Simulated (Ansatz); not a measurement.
trans-NiCl2(NH3)2 (NiN2Cl2H6), relaxed as a singlet with RKS PBE-D4/def2-SVP in Ansatz, starting from the GFN2-xTB geometry. Force threshold 0.02 eV/Å.

Start:

```xyz
11

Ni    0.002   -0.002    0.001
Cl    1.865    0.552   -0.792
N    -0.313   -1.148   -1.553
H    -0.727   -0.576   -2.292
H    -0.965   -1.899   -1.320
H     0.564   -1.536   -1.902
Cl   -1.862   -0.557    0.791
N     0.315    1.149    1.553
H     0.652    0.567    2.323
H    -0.554    1.596    1.849
H     1.023    1.854    1.342
```

Task: Estimate the energy that the relaxation releases and the steps that it takes.

Result: 0.14 eV, in 5 steps; 13 s on 4 threads of Intel Xeon Platinum 8259CL on a shared host. No frequencies were taken in this run, so the end may be a saddle point.

Task: Does the start keep its bonding and symmetry?

Result: By distances, no bond broke or formed. The bond that changes most is Ni1–Cl7, from 2.10 to 2.19 Å (atoms count from 1).

Task: Predict the relaxed structure.

Result: 
Cartesian coordinates in Å:
```
Ni 0.0022 0.0004 -0.0008
Cl 1.9434 0.5822 -0.8247
N -0.3060 -1.1152 -1.5129
H -0.7221 -0.5646 -2.2791
H -0.9724 -1.8648 -1.2711
H 0.5823 -1.5021 -1.8659
Cl -1.9385 -0.5824 0.8239
N 0.3074 1.1152 1.5126
H 0.6436 0.5495 2.3064
H -0.5702 1.5631 1.8164
H 1.0304 1.8187 1.2952
```
Bond lengths: 2 × Cl–Ni 2.19 Å; 2 × N–Ni 1.90 Å; 6 × H–N 1.03 Å.
